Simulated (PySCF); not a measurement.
From results back to the method.

Species: C₃H₉BO₃.
SMILES: `COB(OC)OC`

The closed-shell ground state was solved 6 times with PySCF (density fitting, gas phase), always in the pcSseg-1 basis (164 functions), with these functionals: B97-2, B97-D, BLYP, HF, mPW1PW91 and wB97X-D. The structure is a single PBE0-D3(BJ)/def2-SVP conformer in the gas phase; no vibrational or solvent corrections.

| row | total energy (Eh) | HOMO (eV) | LUMO (eV) | dipole (D) |
| --- | --- | --- | --- | --- |
| P | -370.1016 | -6.54 | 0.98 | 0.05 |
| Q | -370.2133 | -7.82 | 1.72 | 0.05 |
| R | -368.2004 | -12.10 | 4.54 | 0.06 |
| S | -370.2291 | -10.02 | 3.58 | 0.05 |
| T | -370.2521 | -8.13 | 1.71 | 0.05 |
| U | -370.2319 | -6.38 | 0.81 | 0.05 |

Question: Which functional belongs to which row?

Answer: P = B97-D, Q = B97-2, R = HF, S = wB97X-D, T = mPW1PW91, U = BLYP. By rising HOMO–LUMO gap: BLYP (GGA) 7.19 eV; B97-D (GGA) 7.52 eV; B97-2 (global hybrid, 21 % exact exchange) 9.54 eV; mPW1PW91 (global hybrid, 25 % exact exchange) 9.84 eV; wB97X-D (range-separated hybrid) 13.60 eV; HF (all exact exchange) 16.64 eV. Total energies of different functionals aren't bounds to one another; each is stationary for its own functional.

Shape of the structure used: `[CH3:1][O:2][B:3]([O:4][CH3:5])[O:6][CH3:7]`: C1–O2–B3–O4 179°, O2–B3–O4–C5 0°, O2–B3–O6–C7 179°.

The pairwise dispersion term of B97-D and wB97X-D wasn't added to the energies; at a given geometry it leaves orbitals and properties as they are.
